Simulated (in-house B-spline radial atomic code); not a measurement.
One electron outside the [Kr] 4d10 5s2 5p6 core: the lanthanum ion La²⁺

Computed with an all-electron radial atomic-structure program (B-spline basis), no-pair Dirac-Coulomb Hamiltonian, finite nucleus. Rungs: frozen-core Dirac-Hartree-Fock (DHF); Brueckner orbitals from the second-order correlation potential; the same with the Coulomb interaction screened by the core and the hole-particle interaction summed; Breit and QED terms from differences of relaxed Dirac-Fock atoms, where computed. Partial waves beyond l = 6 are extrapolated. The tables show a selection of states; those near core-excited levels, with erratic corrections or far from their DHF start are never shown.

The lowest nd levels tend to come out too strongly bound in this method, by some 0.05 to 0.2 eV for each d electron where measurements exist, which shifts their lines and rates.

Removal energies (cm⁻¹):

```tsv
state	DHF	second order	screened	Breit + QED	final
5d3/2	144974	157253	156019	81.3	156101
5d5/2	143712	155448	154344	117	154461
6s1/2	134360	143419	141434	-95.3	141339
6p1/2	108013	113971	112874	-55.3	112818
6p3/2	105315	110711	109721	-25.5	109695
7s1/2	70190	72992	72392	-35.4	72357
6d3/2	69863	?	?	?	?
6d5/2	69464	72247	71864	17.1	71881
5f5/2	59178	62862	62293	-	-
5f7/2	59087	62782	62210	-	-
7p1/2	59709	61871	61495	-23	61472
7p3/2	58597	60601	60253	-10.9	60242
8s1/2	43482	44692	44424	-	-
7d3/2	43001	?	?	?	?
```

Task: What does correlation do to 6d3/2?

Result: It adds 2835 cm⁻¹ to the removal energy in second order and 2448 cm⁻¹ with screening; Breit and QED add 8.17 cm⁻¹, for a final 72320 cm⁻¹.

Task: What does correlation do to 7d3/2?

Result: It adds 1190 cm⁻¹ to the removal energy in second order and 1010 cm⁻¹ with screening, giving 44012 cm⁻¹ before Breit and QED terms, which weren't computed for this state.

Task: How does the lowest state compare with the NIST ionisation energy?

Result: 5d3/2 is bound by 19.354 eV, without recoil; NIST lists 19.1773 ± 0.0006 eV (measured), a difference of +0.18 eV.

Electric-dipole lines from 5d3/2 (reduced matrix elements in atomic units, length form, static core polarisation, sign of DHF taken positive):

| upper | DHF | + core polarisation | + Brueckner | λ (nm) | A (s⁻¹) |
| --- | --- | --- | --- | --- | --- |
| 6p1/2 | 2.526 | 2.265 | 2.125 | 231.04 | 3.71e+08 |
| 6p3/2 | 1.083 | 0.9776 | 0.914 | 215.49 | 4.23e+07 |
| 5f5/2 | 2.436 | 2.251 | 2.357 | 106.6 | 1.55e+09 |
| 7p1/2 | 0.4658 | 0.3435 | 0.3135 | 105.68 | 8.44e+07 |
| 7p3/2 | 0.2199 | 0.1693 | 0.1568 | 104.32 | 1.1e+07 |

Magnetic hyperfine constants per unit nuclear g factor (MHz, nucleus as a uniformly magnetised ball; they apply to isotopes with nuclear spin):

```csv
state,DHF,+ core polarisation,+ Brueckner
6s1/2,7812,9148,10400
6p1/2,1563,1837,2180
6p3/2,225.5,348.6,408.4
7s1/2,2845,3303,3518
7p1/2,650.3,754.5,846.3
7p3/2,95.02,143.5,159.7
```

Task: What is the static scalar polarisability of 5d3/2?

Result: 22.96 bohr³: 7.673 from the core and 15.29 from the valence electron, Pauli blocking included.
